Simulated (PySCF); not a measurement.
## LDA on Cl(2+) (chlorine, charge +2)

Configuration: [Ne] 3s2 3p2 4s1, high-spin 4P determinant (an excited configuration). Computed with PySCF 2.14 in aug-cc-pCVTZ-DK with one added diffuse shell each of s, p, d, f type (9s8p6d4f, 91 functions), with the spin-free X2C one-electron Hamiltonian (Gaussian nucleus).

```
Total energy                                                  : -457.9172 hartree
One-electron energy                                           : -615.8748 hartree
Hartree (Coulomb) energy                                      : 183.7112 hartree
Exchange-correlation energy                                   : -25.7536 hartree
⟨S²⟩                                                          : 3.7510
⟨L²⟩                                                          : 2.012
Sum of ⟨r⟩                                                    : 12.90 bohr
Sum of ⟨r²⟩                                                   : 25.59 bohr²
Traceless quadrupole moment −½Σ⟨3z² − r²⟩ along its main axis : 0.890 e·bohr²
Langevin diamagnetic susceptibility                           : -20.3 ×10⁻⁶ cm³/mol
```

```csv
shell,electrons,mean orbital energy (eV),spread (eV),"rms radius, mean of both spins (bohr)"
1s α,1,-2778.0,0,0.106
1s β,1,-2777.4,0,0.106
2s α,1,-287.75,0,0.485
2s β,1,-287.14,0,0.485
2p α,3,-227.91,0.458,0.454
2p β,3,-227.17,0.861,0.454
3s α,1,-51.648,0,1.51
3s β,1,-48.833,0,1.51
3p α,2,-38.035,0,1.66
4s α,1,-15.601,0,3.72
```

The outer electron is Rydberg-like, and this basis confines it to a smaller radius and binds it less than a complete one would.

Densities and radii are taken from the X2C orbitals without a picture-change correction, which distorts them close to the nucleus.
